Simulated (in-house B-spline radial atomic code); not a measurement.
Settings and results of a run for Se. Computed with a radial B-spline atomic code at the basis-set limit: non-relativistic r2SCAN, spin-polarised, spherical fractional occupations, point nucleus, inside a hard spherical wall at 4.05 bohr.

Command:
```bash
python run_scf.py task.json out
```
Settings:
```
Z                34
configuration    [Ar] 3d10 4s2 4p3 4d1
hamiltonian      nr
method           r2scan
spin_polarised   True
wall_radius      4.05
```

Output (hartree, bohr):
```
 radial grid: 42 intervals, B-splines of order 8, outer radius 4.05 bohr

 iter        energy (Eh)    residual
    1       -2400.741892    6.49e-02
    2       -2400.746514    1.59e-03
    3       -2400.746559    9.78e-04
    4       -2400.746560    4.61e-04
    5       -2400.746561    3.66e-05
    6       -2400.746561    5.68e-06
    7       -2400.746561    5.21e-06
    8       -2400.746561    4.06e-07
    9       -2400.746561    2.04e-08

 total energy                     -2400.74656
 kinetic                            2401.5361
 electron-nucleus                  -5748.4235
 Hartree                            1033.5493
 exchange-correlation                -87.4084

 orbital      occ     eigenvalue          <r>       <r^2>       <1/r>     <1/r^3>       r_max
 1s up      1.000      -453.1077    0.0450021  0.00271289     33.4941           -     0.02971
 1s down    1.000      -453.0980    0.0450013  0.00271279     33.4946           -     0.02971
 2s up      1.000       -57.7248     0.199782   0.0470098     7.41983           -       0.168
 2s down    1.000       -57.7199     0.199771   0.0470027     7.41982           -       0.168
 2p up      3.000       -51.7411     0.172792   0.0364965     7.38052     1149.44      0.1334
 2p down    3.000       -51.7312     0.172794   0.0364959     7.38019     1149.28      0.1334
 3s up      1.000        -7.6463     0.583789    0.392171     2.43125           -       0.511
 3s down    1.000        -7.6357     0.584043    0.392319     2.42884           -      0.5113
 3p up      3.000        -5.5647     0.593936    0.413659     2.31021      161.26      0.5044
 3p down    3.000        -5.5519     0.593832    0.413096     2.30898     160.981      0.5048
 3d up      5.000        -1.9067     0.631158    0.499564     2.02928      19.811      0.4543
 3d down    5.000        -1.8880     0.626546    0.489368     2.03628     19.9182      0.4545
 4s up      1.000        -0.5911      1.77823     3.54216    0.725913           -       1.564
 4s down    1.000        -0.4250      1.75623      3.4658    0.741042           -       1.534
 4p up      3.000        -0.1728      1.97594     4.33056    0.637278     12.7351       1.791
 4d up      1.000         0.4597      2.30251      5.7694    0.536525     1.52273       2.332
```

Cost of the run: 0.1 s on 1 thread of Arm Neoverse V2, on a shared host.
